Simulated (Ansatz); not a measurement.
**Relative stability**

The two ends of one reaction step of BH2OF3, singlet (PBE0-D4/def2-TZVP).

A:

```
7
angstrom
B -0.4283 -0.6138 -0.0629
F -1.3133 -0.0342 -0.9046
F 0.2278 -1.6831 -0.5262
F -0.7712 -0.6329 1.2448
H 0.5432 1.3678 -0.5888
O 0.8317 0.6338 -0.0331
H 0.9100 0.9622 0.8708
```

B:

B1  (0.157, -0.932, 0.618)
F2  (-0.614, 1.604, -2.051)
F3  (-0.195, -1.866, -0.233)
F4  (0.556, -1.268, 1.831)
H5  (-0.383, 1.104, -1.299)
O6  (0.103, 0.366, 0.229)
H7  (0.376, 0.993, 0.905)
(Å)

Ansatz 0.2.0; basis: def2-TZVPP; cores frozen in the correlated methods. B3LYP uses VWN-RPA correlation.

(1) Which structure is lower at CCSD(T), and by how much? (An estimate is asked for; the value comes from the calculation.)

No T1 diagnostic of these runs exceeds 0.012.

Answers

(1) Computed: A, by 6.50 kcal/mol (electronic energy, against the other). By their contacts, A is BH₂OF₃ ([OH2][B]([F])([F])[F]) and B is a complex of BHOF₂ ([OH][B]([F])[F]) + HF.

All methods give the same order:

| method | E(B) − E(A) (kcal/mol) |
| --- | --- |
| SPW92 | 9.67 |
| PBE-D4 | 5.14 |
| BLYP-D4 | 3.34 |
| r2SCAN-D4 | 7.74 |
| B97M-V | 6.97 |
| PBE0-D4 | 6.09 |
| B3LYP-D4 | 4.51 |
| r2SCAN0-D4 | 7.91 |
| BHLYP-D4 | 5.88 |
| CAM-B3LYP-D4 | 6.07 |
| wB97X-V | 7.01 |
| wB97M-V | 7.29 |
| B2PLYP | 5.09 |
| PBE-QIDH | 6.83 |
| RPA on PBE | 6.46 |
| HF | 4.18 |
| MP2 | 6.02 |
| CCSD | 6.25 |
| CCSD(T) | 6.50 |

Labels in which every atom is bracketed show which atoms are joined, not bond orders.

For scale, one of the runs: CCSD(T)/def2-TZVPP, 183 basis functions, launched by `ansatz run in.yaml --threads 4 --pin off --events-out ev --progress --plain --max-ram 9574MiB`. Time: 45 s of wall clock on 4 CPU threads of an Arm Neoverse V2; the host was shared. Peak host memory: 2.1 GiB.
